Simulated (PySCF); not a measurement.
## Shapes and spin states of NbH₂

These are results of B3LYP/[Nb def2-TZVP with ECP28, H def2-TZVP], scalar-relativistic core potentials, density fitting, no spin–orbit coupling, PySCF, not measurements.

Relaxations began from a few typed shapes and spin states; open shells are unrestricted. The search is not exhaustive: other isomers or separated fragments can lie lower, and high-lying points may rest on an excited occupation.

| spin | group | bonds | angles | imaginary modes (cm⁻¹) | ΔE (kJ/mol) | ΔE with ZPE (kJ/mol) |
| --- | --- | --- | --- | --- | --- | --- |
| quartet | C2v | Nb–H 1.788 Å (×2) | H–Nb–H 118.0° | none | 0.0 | 0.0 |
| quartet | C2v | Nb–H 1.790 Å (×2) | H–Nb–H 117.8° | none | 1.2 | 0.7 |
| broken-symmetry Ms = 1/2 (⟨S²⟩ 1.66) | C2v | Nb–H 1.777 Å (×2) | H–Nb–H 117.8° | none | 43.9 | 43.6 |
| quartet | D∞h | Nb–H 1.900 Å (×2) | H–Nb–H 180.0° | 948i, 948i | 84.3 | – |
| broken-symmetry Ms = 1/2 (⟨S²⟩ 1.75) | D∞h | Nb–H 1.895 Å (×2) | H–Nb–H 180.0° | 963i, 943i | 133.8 | – |

The lowest minimum found is the quartet C2v: Nb–H 1.788 Å (×2); H–Nb–H 118.0°.

Formally Nb is in oxidation state +2, d3, with 3 unpaired electrons (the high-spin count). The Mulliken spin on Nb is 3.15. The polar-tensor charge on Nb, 0.66, is far below the formal one.

For the lowest minimum: the spin densities have lower symmetry than the nuclear frame. Other spin states or occupations of the open shell can lie lower.

The electron or spin density has lower symmetry than the nuclear frame for the quartet D∞h at 84.3 kJ/mol, broken-symmetry Ms = 1/2 (⟨S²⟩ 1.75) D∞h at 133.8 kJ/mol.
